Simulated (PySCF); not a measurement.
Ag⁺: ionisation energy

Ag⁺ [Kr] 4d10 (1S) → Ag²⁺ [Kr] 4d9 (2D), as a difference of total energies. All numbers are calculated (PySCF 2.14, scalar relativity by spin-free X2C-1e, in x2c-QZVPPall with one added diffuse shell each of s, p, d, f, g type (14s9p8d5f3g, 143 functions)). The calculations carry no spin-orbit coupling.

Q: Order these methods by the ionisation energy they give, lowest first.
A. M06-2X
B. UHF
C. BLYP
D. r2SCANh

A: B (19.689 eV), D (21.568 eV), A (21.635 eV), C (21.792 eV).

The reference lies between the lowest fine-structure levels, while these numbers refer to the centres of the terms.

For comparison: 21.484 eV (measured; NIST Atomic Spectra Database, ionization energies).
